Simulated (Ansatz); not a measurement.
Reaction (ligand exchange at the Si–S bond): `CS[SiH2][SeH]` + `N[SiH3]` → `[SiH3]N[SiH2][SeH]` + CH₃SH

Computed with Ansatz on PBE0-D4/def2-TZVP structures; ΔE is electronic, products minus reactants. CBS: MP2 limit from def2 TZ/QZ plus the TZ coupled-cluster correction, frozen cores. This one scheme is used for every species. Functionals use def2-TZVPP. B3LYP here is the variant with VWN-RPA as its local correlation; programs differ in this. For Se outer-core shells are correlated without core-valence functions, which leaves a few kJ/mol of doubt a bond. Scalar relativity is left out up to krypton. Each species was taken in one conformer, which may not be the lowest.

```csv
level,ΔE (kJ/mol),difference from CCSD(T)/CBS
PBE-D4,6.2,10.3
r2SCAN-D4,0.1,4.2
PBE0-D4,2.7,6.8
B3LYP-D4,-4.7,-0.6
ωB97X-V,-4.7,-0.6
ωB97M-V,-4.6,-0.5
B2PLYP,-5.3,-1.2
PBE,6.4,10.5
r2SCAN,0.3,4.4
PBE0,2.9,7.0
B3LYP,-4.7,-0.6
HF/def2-TZVPP,-15.9,-11.8
MP2/def2-TZVPP,-4.1,0.0
SCS-MP2/def2-TZVPP,-8.5,-4.4
CCSD/def2-TZVPP,-10.1,-6.0
CCSD(T)/def2-TZVPP,-7.7,-3.6
HF/def2-QZVPP,-17.2,-13.1
MP2/def2-QZVPP,-2.5,1.6
SCS-MP2/def2-QZVPP,-6.8,-2.7
HF/CBS(def2),-17.3,-13.2
MP2/CBS(def2),-0.5,3.6
CCSD/CBS(def2),-6.5,-2.4
CCSD(T)/CBS,-4.1,0
```

Largest T1 diagnostic among the species: 0.010.

In def2-TZVPP, CCSD(T) changes the Hartree–Fock value by +8.2 kJ/mol (the triples alone add +2.4 kJ/mol) and MP2 by +11.8 kJ/mol. From PBE to PBE0 (25 % exact exchange), in def2-TZVPP and without D4, ΔE moves by −3.4 kJ/mol.
